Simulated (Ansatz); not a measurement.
`[CH3][GeH2][F]`. The species carries charge 0 and has multiplicity 1. All single points use the PBE0-D4/def2-TZVP geometry.

```xyz
8

C    -0.183   -1.025    0.082
Ge    0.177    0.877    0.034
F    -0.050    1.381   -1.624
H    -0.055   -1.408    1.097
H     0.503   -1.550   -0.582
H    -1.207   -1.218   -0.240
H     1.634    1.233    0.376
H    -0.818    1.711    0.857
```

(1) What is the dipole moment at r2SCAN/def2-TZVPP? (Best estimate.)

(2) And with PBE, B3LYP, ωB97M-V? (Best estimate.)

(3) Give the Mulliken charges with r2SCAN, B3LYP, PBE in def2-TZVPP. (An estimate is asked.)

Answers

(1) Computed: 2.42 D, with components (0.11, -1.42, 1.96) D in this frame, pointing from negative to positive charge.

(2) Ansatz gave: PBE 2.34 D, B3LYP 2.46 D, ωB97M-V 2.45 D.

(3) Ansatz gave: 
```json
{"atom": "C1", "r2SCAN": "-0.30", "B3LYP": "-0.39", "PBE": "-0.38"}
{"atom": "Ge2", "r2SCAN": "0.52", "B3LYP": "0.52", "PBE": "0.47"}
{"atom": "F3", "r2SCAN": "-0.40", "B3LYP": "-0.40", "PBE": "-0.36"}
{"atom": "H4", "r2SCAN": "0.08", "B3LYP": "0.11", "PBE": "0.11"}
{"atom": "H5", "r2SCAN": "0.09", "B3LYP": "0.12", "PBE": "0.12"}
{"atom": "H6", "r2SCAN": "0.09", "B3LYP": "0.12", "PBE": "0.12"}
{"atom": "H7", "r2SCAN": "-0.04", "B3LYP": "-0.03", "PBE": "-0.04"}
{"atom": "H8", "r2SCAN": "-0.04", "B3LYP": "-0.03", "PBE": "-0.04"}
```

B3LYP here is the variant with VWN-RPA as its local correlation; programs differ in this.
